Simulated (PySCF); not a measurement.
Two-component Hartree-Fock for Pm³⁵⁺ (promethium, charge +35)

Start: [Ar] 3d8; 3d3/2 filled at m_j = -3/2, -1/2, +1/2, +3/2; 3d5/2 filled at m_j = -1/2, +1/2, +3/2, +5/2. Calculated with PySCF 2.14 in an even-tempered Gaussian basis (16 s from 6.6 bohr⁻², ratio 2.8; 12 p from 8.6 bohr⁻², ratio 2.8; 8 d from 8.6 bohr⁻², ratio 2.8; 3 f from 33 bohr⁻², ratio 3): generalised Hartree-Fock with the X2C-1e Hamiltonian and a Gaussian nucleus; one run each with spin-orbit coupling (SO) switched off, then screened by Boettger's factors.

```tsv
spinor shell	electrons	ε, spin-free (eV)	ε, screened SO (eV)	weight of nominal j (screened SO)	rms radius, screened SO (bohr)
1s1/2	2	-46951.1	-46943.1	1.000	0.0264
2s1/2	2	-8996.8	-8993.9	1.000	0.107
2p1/2	2	-8195.8	-8594.5	1.000	0.0915
3s1/2	2	-3048.8	-3047.9	1.000	0.269
3p1/2	2	-2789.6	-2882.1	0.998	0.260
3p3/2	4	-2789.6	-2748.5	0.999	0.272
3d3/2	4	-2465.0	-2480.6	0.979	0.240
3d5/2	4	-2465.0	-2453.0	0.986	0.243
```

**Question.** Where does 2p3/2 lie, and what is the 2p spin-orbit splitting (screened SO)?

**Answer.** At -8021.1 eV, 573.41 eV above 2p1/2.

| quantity | spin-free | screened SO |
| --- | --- | --- |
| E (hartree) | -9236.43129 | -9242.33753 |
| M_J | 4 | 4 |
| ⟨J²⟩ | 20.000 | 20.000 |
| ⟨L²⟩ | 12.000 | 12.749 |
| ⟨S²⟩ | 2.000 | 1.845 |

Each row is a mean over spinors that exchange with the open shell spreads, by up to 31.914 eV (3p3/2).

Breit and QED terms are absent; they matter most for the inner s and p1/2 levels.

Densities and radii are taken from the X2C orbitals without a picture-change correction, which distorts them close to the nucleus.

Without spin-orbit coupling the j labels of p, d and f shells carry no meaning; the spin-free column gives the mean over the occupied spinors of each nl shell.
